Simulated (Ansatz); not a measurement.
`B[NH][Al]([CH3])[CH3]` + `C#[C][GeH3]` → `C#[C][Al]([CH3])[CH3]` + `B[NH][GeH3]`  (redistribution)

Calculated with Ansatz (gas phase, PBE0-D4/def2-TZVP geometries, no zero-point term in ΔE). CCSD(T)/CBS adds triple-zeta CCSD(T) − MP2 to the extrapolated MP2 energy (def2 sets, frozen cores). Functionals use def2-TZVPP. B3LYP here is the variant with VWN-RPA as its local correlation; programs differ in this. For Ge outer-core shells are correlated without core-valence functions, which leaves a few kJ/mol of doubt a bond. Scalar relativity is left out up to krypton. Each species was taken in one conformer, which may not be the lowest.

```json
{"level": "PBE-D4", "ΔE (kcal/mol)": "8.1", "difference from CCSD(T)/CBS": "-0.3"}
{"level": "r2SCAN-D4", "ΔE (kcal/mol)": "8.4", "difference from CCSD(T)/CBS": "0.0"}
{"level": "PBE0-D4", "ΔE (kcal/mol)": "8.3", "difference from CCSD(T)/CBS": "-0.1"}
{"level": "B3LYP-D4", "ΔE (kcal/mol)": "8.2", "difference from CCSD(T)/CBS": "-0.2"}
{"level": "ωB97X-V", "ΔE (kcal/mol)": "8.2", "difference from CCSD(T)/CBS": "-0.2"}
{"level": "ωB97M-V", "ΔE (kcal/mol)": "8.5", "difference from CCSD(T)/CBS": "0.1"}
{"level": "B2PLYP", "ΔE (kcal/mol)": "8.2", "difference from CCSD(T)/CBS": "-0.2"}
{"level": "PBE", "ΔE (kcal/mol)": "7.9", "difference from CCSD(T)/CBS": "-0.5"}
{"level": "r2SCAN", "ΔE (kcal/mol)": "8.3", "difference from CCSD(T)/CBS": "-0.1"}
{"level": "PBE0", "ΔE (kcal/mol)": "8.2", "difference from CCSD(T)/CBS": "-0.2"}
{"level": "B3LYP", "ΔE (kcal/mol)": "7.9", "difference from CCSD(T)/CBS": "-0.5"}
{"level": "HF/def2-TZVPP", "ΔE (kcal/mol)": "7.5", "difference from CCSD(T)/CBS": "-0.9"}
{"level": "MP2/def2-TZVPP", "ΔE (kcal/mol)": "9.0", "difference from CCSD(T)/CBS": "0.6"}
{"level": "SCS-MP2/def2-TZVPP", "ΔE (kcal/mol)": "8.6", "difference from CCSD(T)/CBS": "0.2"}
{"level": "CCSD/def2-TZVPP", "ΔE (kcal/mol)": "8.6", "difference from CCSD(T)/CBS": "0.2"}
{"level": "CCSD(T)/def2-TZVPP", "ΔE (kcal/mol)": "8.6", "difference from CCSD(T)/CBS": "0.2"}
{"level": "HF/def2-QZVPP", "ΔE (kcal/mol)": "7.5", "difference from CCSD(T)/CBS": "-0.9"}
{"level": "MP2/def2-QZVPP", "ΔE (kcal/mol)": "8.8", "difference from CCSD(T)/CBS": "0.4"}
{"level": "SCS-MP2/def2-QZVPP", "ΔE (kcal/mol)": "8.5", "difference from CCSD(T)/CBS": "0.1"}
{"level": "HF/CBS(def2)", "ΔE (kcal/mol)": "7.5", "difference from CCSD(T)/CBS": "-0.9"}
{"level": "MP2/CBS(def2)", "ΔE (kcal/mol)": "8.8", "difference from CCSD(T)/CBS": "0.4"}
{"level": "CCSD/CBS(def2)", "ΔE (kcal/mol)": "8.4", "difference from CCSD(T)/CBS": "0.0"}
{"level": "CCSD(T)/CBS", "ΔE (kcal/mol)": "8.4", "difference from CCSD(T)/CBS": "0"}
```

Largest T1 diagnostic among the species: 0.013.

In def2-TZVPP, CCSD(T) changes the Hartree–Fock value by +1.1 kcal/mol (the triples alone add −0.0 kcal/mol) and MP2 by +1.4 kcal/mol.
